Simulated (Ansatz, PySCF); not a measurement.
H2AsF3Sn (SMILES [F][Sn]([F])([F])[AsH2]), singlet, at the geometry of the source list (all electrons, no relativity). Base run: CASSCF(2,2)/STO-3G in PySCF.

Input for PySCF:
```python
from pyscf import gto, scf, mcscf
import numpy

mol = gto.M(
    atom='''
F    -1.968700   -0.540700    1.769600
Sn   -0.834400   -0.057600    0.142800
F    -1.573800    1.659800   -0.662700
F    -1.157700   -1.483900   -1.270100
As    1.711400    0.145500    0.704400
H     1.834600    1.197400   -0.363600
H     1.988600   -0.920400   -0.320400
''',
    basis='sto-3g',
    charge=0,
    spin=0,
    verbose=4,
)

mf = scf.RHF(mol)
mf.kernel()
mc = mcscf.CASSCF(mf, 2, 2)
mc.fix_spin_(ss=0.0)
mc.kernel()
occ = numpy.linalg.eigvalsh(mc.fcisolver.make_rdm1(mc.ci, mc.ncas, mc.nelecas))[::-1]
ss = mc.fcisolver.spin_square(mc.ci, mc.ncas, mc.nelecas)[0]
print('natural occupations', occ.round(4), ' <S^2>', round(ss, 4))
```

Programs used: Ansatz (a program for electronic structure), PySCF; a row that names a program was run with it.

Each row names what was changed in the base input (with any setting that the change needs).

| change | ΔE vs base (kcal/mol) | natural occupations | <S^2> of the state |
|---|---|---|---|
| base | 0.000 | 1.98 0.02 | 0.00 |
| active space = 4 electrons, 6 orbitals | -19.06 | 1.98 1.93 0.07 0.02 0.00 0.00 | 0.00 |
| active space = 6 electrons, 8 orbitals | -49.13 | 1.95 1.93 1.93 0.09 0.05 0.05 0.00 0.00 | 0.00 |
| start = MP2 natural orbitals | -12.64 | 1.93 0.07 | 0.00 |
| state_average = 2 states | 6.21 | - | - |
| solver = newton | 0.000 | 1.98 0.02 | 0.00 |
| code = ansatz; correction = SC-NEVPT2, all electrons | -72.9 | - | - |
| correction = SC-NEVPT2 | -69.0 | 1.98 0.02 | 0.00 |
| orbitals = fixed (CASCI); correction = SC-NEVPT2 | -68.8 | 1.99 0.01 | 0.00 |
| code = ansatz | -12.63 | - | - |
| conv_tol = 1e-5 | 0.196 | 1.98 0.02 | 0.00 |

Active orbitals are taken around the Fermi level unless the row says otherwise; CASSCF can end in different local minima, and two programs can end on different orbitals. State-averaged rows give the lowest state.
